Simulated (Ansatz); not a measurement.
This geometry of H$_{4}$InNO (7 atoms, charge 0, multiplicity 1) is a first-order saddle point.

Theory: Ansatz, RKS PBE-D4/def2-SVP.

```xyz
7
Properties=species:S:1:pos:R:3
N -0.904 0.698 -0.925
In 0.137 0.135 0.741
O 1.855 -0.842 0.242
H -0.732 0.188 -1.797
H -1.899 0.933 -0.850
H -0.171 0.695 2.345
H 1.713 -1.807 0.245
```

**Question.** Which two structures does it join? (They come from a converged band through this point; their orientation in space is the band's.)

**Answer.** No bond is made or broken. The dihedral N1–In2–O3–H7 goes from 175 to -3°.

Image 0:

```xyz
7
Properties=species:S:1:pos:R:3
N -0.907 0.791 -0.976
In 0.079 0.059 0.660
O 1.536 -1.174 -0.031
H -0.832 0.209 -1.818
H -1.886 1.072 -0.854
H -0.085 0.528 2.313
H 2.095 -1.485 0.706
```

Image 8:

```xyz
7
Properties=species:S:1:pos:R:3
N -0.770 0.705 -0.943
In 0.058 0.093 0.839
O 1.635 -1.166 0.621
H -0.692 0.046 -1.726
H -1.743 1.027 -0.896
H -0.268 0.662 2.427
H 1.781 -1.368 -0.323
```

**Question.** How far does it lie above each of them?

**Answer.** 0.135 eV above the first and 0.121 eV above the second. This is the barrier of this one path; another mechanism may lie lower.

The run took 120 s on 1 thread of Intel(R) Xeon(R) Processor @ 2.70GHz, on a shared host, peak memory 0.14 GiB.
